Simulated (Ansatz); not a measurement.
The cluster Li4Al2, relaxed as a singlet with RKS r2SCAN-D4/def2-TZVP in Ansatz, starting from the GFN1-xTB geometry. Force threshold 0.02 eV/Å.

The restricted singlet is unstable towards broken spin symmetry in Hartree–Fock (as tested in another run); at r2SCAN-D4/def2-TZVP this wasn't settled. The structure comes from a short search, and lower isomers may exist.

Start:

```xyz
6

Al   -0.861    0.351   -0.906
Al    0.310   -0.973   -2.853
Li   -1.330    1.137    1.687
Li    1.370   -0.778   -0.194
Li   -0.417   -1.066    1.372
Li    0.929    1.328    0.894
```

```tsv
step	energy (eV)	largest force component (eV/Å)	SCF passes
1	-14008.6344	1.078	20
2	-14009.3932	0.558	24
3	-14009.7188	0.283	23
4	-14009.8782	0.111	24
5	-14009.9366	0.102	22
6	-14010.0004	0.151	22
7	-14010.0726	0.168	22
8	-14010.1338	0.121	22
9	-14010.1720	0.077	23
10	-14010.2070	0.044	23
11	-14010.2175	0.080	23
12	-14010.2362	0.121	24
13	-14010.2725	0.140	23
14	-14010.3276	0.185	23
15	-14010.3905	0.166	23
16	-14010.4504	0.073	23
17	-14010.4727	0.155	23
18 (rejected)	-14010.4602	0.190	24
19	-14010.4781	0.056	23
20	-14010.4814	0.024	24
21	-14010.4861	0.025	22
22	-14010.4873	0.018	24
23	-14010.4875	0.009	25
```

Force components are those of the run's own axes.

End:

| atom | x (Å) | y (Å) | z (Å) |
| --- | --- | --- | --- |
| Al1 | 0.464 | 0.665 | -0.054 |
| Al2 | -0.885 | -0.794 | -1.543 |
| Li3 | -2.094 | 0.804 | 0.346 |
| Li4 | 1.686 | -1.237 | -1.623 |
| Li5 | -0.234 | -1.763 | 0.922 |
| Li6 | 1.063 | 2.325 | 1.952 |

Bonds lost: Li3–Li6, Li4–Li5, Li4–Li6, Li5–Li6 (atoms count from 1). Bonds formed: Al2–Li3, Al2–Li5 (atoms count from 1). Metal–metal contacts that move far: Li3–Li5 2.41 to 3.22 Å.

The force fell under the threshold at step 22, but the optimiser went on. No frequencies were taken in this run, so the end may be a saddle point.

Run time 18 s (4 threads of Intel Xeon 6975P-C on a shared host).
